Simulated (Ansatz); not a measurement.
Mulliken charges of `CC(=O)I` from ωB97M-V/def2-TZVPP in Ansatz (PBE0-D4/def2-TZVP geometry).

```csv
atom,x (Å),y (Å),z (Å),charge (e)
C1,0.277,0.649,0.166,-0.248
C2,-0.029,-0.803,0.010,0.137
O3,0.563,-1.719,0.449,-0.178
I4,-1.828,-1.134,-1.210,-0.107
H5,1.172,0.766,0.778,0.122
H6,0.421,1.092,-0.820,0.137
H7,-0.576,1.148,0.627,0.137
```

Task: By hand: the dipole of these point charges (1 e Å = 4.8032 D).

Result: Σ q r = (0.144, 0.557, 0.078) e Å, of length 0.581 e Å = 2.79 D.

Task: How does the dipole of the full density compare? (An estimate is asked.)

Result: The calculation gave: (0.134, 0.553, 0.071) e Å, 2.75 D; the point charges give 1.01 times that, at 1° from its direction.

Point charges leave out the atoms' own dipoles, such as those of lone pairs, and Mulliken's split depends on the basis, so the close match here is no proof of good charges.
